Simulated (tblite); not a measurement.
Species: C3H13NOSi3.
SMILES with atom numbers: `[CH3:1][N:2]([CH3:3])[C:4](=[O:5])[SiH:6]([SiH3:7])[SiH3:8]` (hydrogens: H9, H10, H11 on C1; H12, H13, H14 on C3; H15 on Si6; H16, H17, H18 on Si7; H19, H20, H21 on Si8)

Computed with GFN2-xTB (tblite), gas phase: L-BFGS steps from a force-field or distance-geometry start until the largest atomic force falls under 0.01 eV/Å.

Step 7: E = -685.8533 eV
```
atom  x, y, z in Å  |  force x, y, z in eV/Å
C1     -2.7938    0.8735   -0.7054    0.077  -0.004   0.007
N2     -1.6905    0.1895   -0.0618   -0.035   0.032   0.074
C3     -2.0711   -0.6473    1.0391    0.014  -0.063   0.020
C4     -0.4153    0.4454   -0.4101   -0.024   0.127  -0.178
O5     -0.1653    1.1712   -1.3732    0.134  -0.002   0.063
Si6     1.1725   -0.2381    0.4317   -0.231   0.010   0.069
Si7     2.7010    1.4694    0.6313   -0.016   0.133   0.067
Si8     2.0543   -1.8388   -0.9637   -0.029  -0.142  -0.068
H9     -3.4818    0.1512   -1.1530    0.044   0.023   0.000
H10    -2.3841    1.5171   -1.4800    0.011   0.016  -0.033
H11    -3.3382    1.4779    0.0260    0.020  -0.009  -0.033
H12    -2.2597   -0.0602    1.9412   -0.029   0.041   0.070
H13    -2.9839   -1.1749    0.7708   -0.111  -0.088   0.029
H14    -1.2985   -1.3779    1.2462    0.078  -0.074   0.043
H15     0.8192   -0.7909    1.7654    0.010   0.008  -0.028
H16     2.2164    2.5943    1.4314    0.054   0.089  -0.006
H17     3.8795    0.9262    1.3163    0.028   0.028   0.040
H18     3.1739    1.9564   -0.6599   -0.009   0.071  -0.013
H19     1.1305   -2.9487   -1.2079    0.037  -0.087  -0.076
H20     3.2561   -2.3917   -0.3337    0.005  -0.064  -0.020
H21     2.4698   -1.2866   -2.2511   -0.026  -0.045  -0.027
```

Step 8: E = -685.8592 eV
```
atom  x, y, z in Å  |  force x, y, z in eV/Å
C1     -2.7928    0.8721   -0.7049    0.067   0.014  -0.007
N2     -1.6911    0.1890   -0.0582   -0.061   0.061   0.025
C3     -2.0720   -0.6488    1.0422    0.032  -0.036  -0.013
C4     -0.4176    0.4466   -0.4094    0.014   0.074  -0.109
O5     -0.1646    1.1725   -1.3707    0.105   0.023   0.026
Si6     1.1683   -0.2387    0.4330   -0.170   0.016   0.050
Si7     2.6964    1.4731    0.6346    0.036   0.149   0.059
Si8     2.0489   -1.8434   -0.9634    0.010  -0.163  -0.092
H9     -3.4837    0.1524   -1.1537    0.074   0.022   0.000
H10    -2.3754    1.5135   -1.4784   -0.029   0.012  -0.017
H11    -3.3389    1.4764    0.0254    0.026   0.008  -0.040
H12    -2.2597   -0.0568    1.9442   -0.027  -0.039   0.016
H13    -2.9864   -1.1739    0.7653   -0.033  -0.077   0.099
H14    -1.2911   -1.3751    1.2421   -0.016  -0.061   0.074
H15     0.8168   -0.7914    1.7666    0.009   0.004  -0.016
H16     2.2216    2.6074    1.4328    0.056   0.036  -0.028
H17     3.8807    0.9299    1.3171   -0.026   0.043   0.019
H18     3.1737    1.9621   -0.6575   -0.034   0.047   0.026
H19     1.1324   -2.9609   -1.2173    0.057  -0.040  -0.054
H20     3.2565   -2.3964   -0.3376   -0.043  -0.043  -0.028
H21     2.4689   -1.2923   -2.2526   -0.046  -0.050   0.010
```

Step 9: E = -685.8636 eV
```
atom  x, y, z in Å  |  force x, y, z in eV/Å
C1     -2.7911    0.8715   -0.7047    0.031   0.030  -0.016
N2     -1.6920    0.1899   -0.0552   -0.033   0.065  -0.018
C3     -2.0724   -0.6508    1.0445    0.032  -0.003  -0.031
C4     -0.4194    0.4484   -0.4104    0.033   0.013  -0.018
O5     -0.1617    1.1745   -1.3693    0.055   0.045  -0.009
Si6     1.1622   -0.2388    0.4345   -0.043   0.015  -0.001
Si7     2.6936    1.4781    0.6379    0.042   0.098   0.031
Si8     2.0452   -1.8493   -0.9646    0.018  -0.112  -0.063
H9     -3.4834    0.1536   -1.1543    0.080   0.010  -0.007
H10    -2.3700    1.5114   -1.4779   -0.044   0.014  -0.010
H11    -3.3388    1.4754    0.0242    0.021   0.029  -0.038
H12    -2.2603   -0.0552    1.9466   -0.020  -0.100  -0.029
H13    -2.9888   -1.1749    0.7636    0.040  -0.056   0.136
H14    -1.2860   -1.3745    1.2407   -0.085  -0.039   0.082
H15     0.8153   -0.7918    1.7672   -0.001  -0.005   0.007
H16     2.2262    2.6177    1.4334    0.049   0.023  -0.027
H17     3.8812    0.9334    1.3182   -0.059   0.053   0.007
H18     3.1730    1.9671   -0.6555   -0.049   0.032   0.050
H19     1.1347   -2.9706   -1.2249    0.053  -0.030  -0.043
H20     3.2562   -2.4007   -0.3408   -0.065  -0.033  -0.028
H21     2.4673   -1.2972   -2.2536   -0.055  -0.050   0.024
```

Question: Estimate the geometry and energy of step 10. (The exact step hangs on the optimiser's Hessian estimate; all steps are aligned on step 9, rigid shifts and turns removed.)

Answer: E = -685.8669 eV, largest force 0.161 eV/Å
```
atom  x, y, z in Å  |  force x, y, z in eV/Å
C1     -2.7894    0.8717   -0.7047   -0.003   0.039  -0.020
N2     -1.6926    0.1917   -0.0533    0.013   0.046  -0.037
C3     -2.0721   -0.6523    1.0454    0.022   0.019  -0.036
C4     -0.4204    0.4502   -0.4118    0.041  -0.025   0.046
O5     -0.1583    1.1768   -1.3684    0.008   0.052  -0.025
Si6     1.1570   -0.2386    0.4355    0.080   0.006  -0.044
Si7     2.6924    1.4834    0.6408    0.015   0.022   0.001
Si8     2.0428   -1.8556   -0.9665    0.001  -0.033  -0.011
H9     -3.4816    0.1547   -1.1548    0.069  -0.006  -0.017
H10    -2.3670    1.5103   -1.4779   -0.042   0.024  -0.015
H11    -3.3383    1.4754    0.0225    0.009   0.049  -0.028
H12    -2.2611   -0.0560    1.9479   -0.012  -0.119  -0.045
H13    -2.9900   -1.1768    0.7652    0.080  -0.038   0.135
H14    -1.2840   -1.3751    1.2415   -0.111  -0.022   0.074
H15     0.8142   -0.7922    1.7678   -0.009  -0.010   0.021
H16     2.2305    2.6256    1.4335    0.035   0.034  -0.011
H17     3.8805    0.9369    1.3193   -0.066   0.053   0.008
H18     3.1715    1.9714   -0.6532   -0.051   0.029   0.050
H19     1.1372   -2.9783   -1.2313    0.035  -0.042  -0.039
H20     3.2547   -2.4046   -0.3436   -0.062  -0.035  -0.021
H21     2.4652   -1.3017   -2.2541   -0.053  -0.043   0.014
```

The energy changes by -0.0034 eV. The first-order estimate −F·Δx gives -0.0046 eV and the mean of the old and new forces, exact on a quadratic surface, -0.0034 eV. The step makes an angle of 56° with the force vector and moves no atom by more than 0.010 Å.

What follows is the cost of the whole relaxation. The run took 3.6 s on Arm Neoverse N1, one thread, shared host with 64 logical CPUs at a one-minute load of 54.
